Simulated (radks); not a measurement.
Effect of the nuclear size on neutral scandium, [Ar] 3d1 4s2. Calculated with a radial shooting solver on a logarithmic mesh with Libxc functionals: Dirac Kohn-Sham, relativistic LDA (MacDonald-Vosko exchange, VWN5 correlation), spin-unpolarised, spherical densities, finite nucleus; open shells fill j = l - 1/2 first; Fermi nuclear charge, rms radius 3.5459 fm. The rms radius is varied about that value; shifts are against it.

rms radius (fm)  total energy shift (eV)  density at nucleus (e/bohr^3)  1s1/2 shift (meV)  2s1/2 shift (meV)
3.1559                          -0.00800                           7214              -3.37             -0.273
3.2764                          -0.00562                           7206              -2.37             -0.192
3.5459                                 0                           7190              0.000              0.000
3.7445                           0.00442                           7179               1.86              0.151
4.1416                            0.0140                           7159               5.88              0.476

Slopes of the eigenvalues against <r^2> in GHz/fm^2, as finite differences over the two radii next to the reference (eigenvalue slopes, not the field-shift constants of lines): 1s1/2 311, 2s1/2 25.2.
